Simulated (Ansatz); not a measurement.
Reaction (ligand exchange at the Si–Cl bond): `N[SiH](Cl)Cl` + `N[SiH](O)O` → `N[Si@H](Cl)O[Si@@H](N)O` + HCl

Computed with Ansatz on PBE0-D4/def2-TZVP structures; ΔE is electronic, products minus reactants. CBS: MP2 limit from def2 TZ/QZ plus the TZ coupled-cluster correction, frozen cores. This one scheme is used for every species. DFT in def2-TZVPP. B3LYP here is the variant with VWN-RPA as its local correlation; programs differ in this. Each species was taken in one conformer, which may not be the lowest.

`N[SiH](Cl)Cl`:

Cartesian coordinates in Å:
```
N 0.593 -0.936 -0.101
Si -0.280 0.513 -0.135
Cl -2.258 0.032 -0.290
Cl -0.078 1.691 1.537
H 0.274 -1.714 0.453
H 1.598 -0.922 -0.186
H 0.151 1.336 -1.277
```

`N[SiH](O)O`:

Z-matrix (Å, degrees):
```
Si
O 1 1.639
O 1 1.639 2 116.1
N 1 1.714 2 107.1 3 -119.6
H 1 1.475 2 104.4 3 114.2
H 2 0.959 1 117.1 3 74.9
H 3 0.959 1 117.0 2 -75.2
H 4 1.008 1 119.6 2 171.6
H 4 1.008 1 119.6 2 -46.2
```

`N[Si@H](Cl)O[Si@@H](N)O`:

Cartesian coordinates in Å:
```
N 0.424 -2.055 0.603
Si -0.346 -1.231 -0.672
O -1.662 -2.052 -1.183
O -0.760 0.237 -0.068
Si -0.196 1.596 0.597
N 0.879 2.366 -0.462
Cl 0.899 1.199 2.302
H 0.796 -2.983 0.486
H 0.907 -1.541 1.322
H 0.436 -1.035 -1.910
H -2.250 -2.378 -0.499
H -1.370 2.369 1.045
H 0.647 2.521 -1.429
H 1.597 2.987 -0.131
```

HCl:

Z-matrix (Å, degrees):
```
Cl
H 1 1.279
```

```json
{"level": "PBE-D4", "ΔE (eV)": "-0.19"}
{"level": "ωB97M-V", "ΔE (eV)": "-0.28"}
{"level": "B3LYP", "ΔE (eV)": "-0.25"}
{"level": "HF/def2-TZVPP", "ΔE (eV)": "-0.37"}
```

(1) What does CCSD(T)/CBS give? (An estimate is asked.)

Largest T1 diagnostic among the species: 0.011.

Answers

(1) Computed: -0.31 eV. The listed levels differ from it by 0.12, 0.03, 0.06, -0.06 eV.

The D4 term adds −0.10 eV with B3LYP and −0.06 eV with PBE0; it sums over pairs of atoms, weighted by their polarisabilities, and B3LYP, whose exchange is more repulsive, gets the larger term. In def2-TZVPP, CCSD(T) changes the Hartree–Fock value by +0.03 eV (the triples alone add +0.02 eV) and MP2 by +0.08 eV.
